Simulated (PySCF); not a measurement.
Isomers of C5H12OSSi.

All values: PBE0/pcSseg-1 (PySCF) at GFN2-xTB geometries, gas phase, one conformer each.

**Question.** Rank by the highest Hirshfeld charge on any atom, lowest value first.
A. `[CH3:1][CH:2]([CH3:3])[C@@H:4]1[CH2:5][O:6][SiH2:7][S:8]1` with C1–C2–C4–C5 -54°, C2–C4–C5–O6 -164°, C4–C5–O6–Si7 36°, C5–O6–Si7–S8 -12°, O6–Si7–S8–C4 -10°
B. `[CH3:1][Si:2]1([CH3:3])[CH2:4][C@@H:5]([SH:6])[CH2:7][O:8]1` with C4–C5–S6–H 72°, C1–Si2–C4–C5 100°, Si2–C4–C5–S6 -90°, C4–C5–C7–O8 -38°, C5–C7–O8–Si2 28°
C. `[CH3:1][C:2](=[O:3])[CH2:4][S:5][CH2:6][CH2:7][SiH3:8]` with C1–C2–C4–S5 -77°, C2–C4–S5–C6 -61°, C4–S5–C6–C7 -65°, S5–C6–C7–Si8 -172°

**Answer.** C (+0.322 e), A (+0.384 e), B (+0.455 e).

**Question.** Rank by the highest IAO charge on any atom, highest value first.
A. `[CH3:1][CH:2]([CH3:3])[C@@H:4]1[CH2:5][O:6][SiH2:7][S:8]1` with C1–C2–C4–C5 -54°, C2–C4–C5–O6 -164°, C4–C5–O6–Si7 36°, C5–O6–Si7–S8 -12°, O6–Si7–S8–C4 -10°
B. `[CH3:1][O:2][CH2:3][SiH2:4][S:5][CH:6]1[CH2:7][CH2:8]1` with C1–O2–C3–Si4 -179°, O2–C3–Si4–S5 175°, C3–Si4–S5–C6 178°, Si4–S5–C6–C7 78°
C. `[CH3:1][C:2](=[O:3])[CH2:4][S:5][CH2:6][CH2:7][SiH3:8]` with C1–C2–C4–S5 -77°, C2–C4–S5–C6 -61°, C4–S5–C6–C7 -65°, S5–C6–C7–Si8 -172°
D. `[CH3:1][CH2:2]/[CH:3]=[CH:4]\[CH2:5][O:6][SiH2:7][SH:8]` with C1–C2–C3–C4 -137°, C3–C4–C5–O6 144°, C4–C5–O6–Si7 -135°, C5–O6–Si7–S8 30°, O6–Si7–S8–H 178°
E. `[CH3:1][Si:2]1([CH3:3])[CH2:4][C@@H:5]([SH:6])[CH2:7][O:8]1` with C4–C5–S6–H 72°, C1–Si2–C4–C5 100°, Si2–C4–C5–S6 -90°, C4–C5–C7–O8 -38°, C5–C7–O8–Si2 28°

**Answer.** E (+1.249 e), D (+0.967 e), A (+0.948 e), B (+0.722 e), C (+0.604 e).

**Question.** Rank by the lowest IAO charge on any atom, lowest value first.
A. `[CH3:1][Si:2]1([CH3:3])[CH2:4][C@@H:5]([SH:6])[CH2:7][O:8]1` with C4–C5–S6–H 72°, C1–Si2–C4–C5 100°, Si2–C4–C5–S6 -90°, C4–C5–C7–O8 -38°, C5–C7–O8–Si2 28°
B. `[CH3:1][O:2][CH2:3][SiH2:4][S:5][CH:6]1[CH2:7][CH2:8]1` with C1–O2–C3–Si4 -179°, O2–C3–Si4–S5 175°, C3–Si4–S5–C6 178°, Si4–S5–C6–C7 78°
C. `[CH3:1][CH2:2]/[CH:3]=[CH:4]\[CH2:5][O:6][SiH2:7][SH:8]` with C1–C2–C3–C4 -137°, C3–C4–C5–O6 144°, C4–C5–O6–Si7 -135°, C5–O6–Si7–S8 30°, O6–Si7–S8–H 178°
D. `[CH3:1][C:2](=[O:3])[CH2:4][S:5][CH2:6][CH2:7][SiH3:8]` with C1–C2–C4–S5 -77°, C2–C4–S5–C6 -61°, C4–S5–C6–C7 -65°, S5–C6–C7–Si8 -172°

**Answer.** A (-0.738 e), C (-0.643 e), D (-0.534 e), B (-0.388 e).

All values together:

```csv
SMILES,μ (D),HOMO (eV),LUMO (eV),lowest IAO charge (e),highest IAO charge (e),lowest Hirshfeld charge (e),highest Hirshfeld charge (e)
CC(=O)CSCC[SiH3],1.52,-6.64,-0.78,-0.534 (C),+0.604 (Si),-0.230 (O),+0.322 (Si)
C[Si]1(C)C[C@@H](S)CO1,2.00,-6.71,0.75,-0.738 (C),+1.249 (Si),-0.240 (O),+0.455 (Si)
COC[SiH2]SC1CC1,0.45,-6.74,0.53,-0.388 (O),+0.722 (Si),-0.145 (O),+0.312 (Si)
CC(C)[C@@H]1CO[SiH2]S1,1.37,-6.83,0.07,-0.648 (O),+0.948 (Si),-0.235 (O),+0.384 (Si)
CC/C=C\CO[SiH2]S,0.64,-7.25,0.18,-0.643 (O),+0.967 (Si),-0.220 (O),+0.383 (Si)
```

Conformers: `[CH3:1][C:2](=[O:3])[CH2:4][S:5][CH2:6][CH2:7][SiH3:8]` with C1–C2–C4–S5 -77°, C2–C4–S5–C6 -61°, C4–S5–C6–C7 -65°, S5–C6–C7–Si8 -172°; `[CH3:1][Si:2]1([CH3:3])[CH2:4][C@@H:5]([SH:6])[CH2:7][O:8]1` with C4–C5–S6–H 72°, C1–Si2–C4–C5 100°, Si2–C4–C5–S6 -90°, C4–C5–C7–O8 -38°, C5–C7–O8–Si2 28°; `[CH3:1][O:2][CH2:3][SiH2:4][S:5][CH:6]1[CH2:7][CH2:8]1` with C1–O2–C3–Si4 -179°, O2–C3–Si4–S5 175°, C3–Si4–S5–C6 178°, Si4–S5–C6–C7 78°; `[CH3:1][CH:2]([CH3:3])[C@@H:4]1[CH2:5][O:6][SiH2:7][S:8]1` with C1–C2–C4–C5 -54°, C2–C4–C5–O6 -164°, C4–C5–O6–Si7 36°, C5–O6–Si7–S8 -12°, O6–Si7–S8–C4 -10°; `[CH3:1][CH2:2]/[CH:3]=[CH:4]\[CH2:5][O:6][SiH2:7][SH:8]` with C1–C2–C3–C4 -137°, C3–C4–C5–O6 144°, C4–C5–O6–Si7 -135°, C5–O6–Si7–S8 30°, O6–Si7–S8–H 178°.
